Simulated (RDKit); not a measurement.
A run for RDKit: UFF on CH4O2Sn (SMILES C[O][Sn][OH]), a point of a torsion scan.

```python
from rdkit import Chem
from rdkit.Chem import AllChem, rdDetermineBonds

blocks = [
'''8

C    -1.52783573    0.11349217   -0.39494773
O    -0.40471533    0.24384205    0.43472644
Sn    1.26031114    0.28928239    1.58581874
O     2.97250692    0.11082595    0.55324277
H    -2.14181788    1.01618812   -0.33273702
H    -2.12980051   -0.74338231   -0.08153136
H    -1.22475158   -0.03267376   -1.43476531
H     3.62647725    0.00198245   -0.13376136
''',
]
mol = None
for b in blocks:
    f = Chem.MolFromXYZBlock(b)
    rdDetermineBonds.DetermineBonds(f, charge=0)
    mol = f if mol is None else Chem.CombineMols(mol, f)
Chem.SanitizeMol(mol)
print(Chem.MolToSmiles(Chem.RemoveHs(mol)))
ff = AllChem.UFFGetMoleculeForceField(mol, vdwThresh=100.0, ignoreInterfragInteractions=False)
e = ff.CalcEnergy()
print(f'UFF energy {e:.6f} kcal/mol')
```

It printed:

```
UFFTYPER: Warning: hybridization set to SP3 for atom 2
[H]/[O+]=[Sn-]\[O]C
UFF energy 91.703651 kcal/mol
```

The run finished.

Cost: roughly 0.020 core-seconds.
